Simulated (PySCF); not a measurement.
## Ca+: ionisation energy

Ca+ [Ar] 4s1 (2S) → Ca(2+) [Ar] (1S), as a difference of total energies. Computed with PySCF 2.14 in def2-TZVPPD, with no relativity, point nucleus. Correlated levels: valence and next inner shell: [Ne] frozen. The calculations carry no spin-orbit coupling.

```tsv
method	ionisation energy (eV)
UHF	11.315
LDA	12.094
PBE	11.974
PBE0	11.865
r2SCAN	11.671
BHandHLYP	11.875
r2SCAN0	11.702
wB97X-V	11.647
MP2 (valence and next inner shell)	11.712
SCS-MP2 (valence and next inner shell)	11.634
```

Problem. How much does correlation contribute at MP2 (valence and next inner shell)?

Solution. 11.712 − (11.315) = 0.397 eV, measured against UHF.

These non-relativistic numbers lack the scalar-relativistic shift.

Errors of the correlated levels include the incompleteness of this basis and the frozen core.

For comparison: 11.872 eV (measured; NIST Atomic Spectra Database, ionization energies).
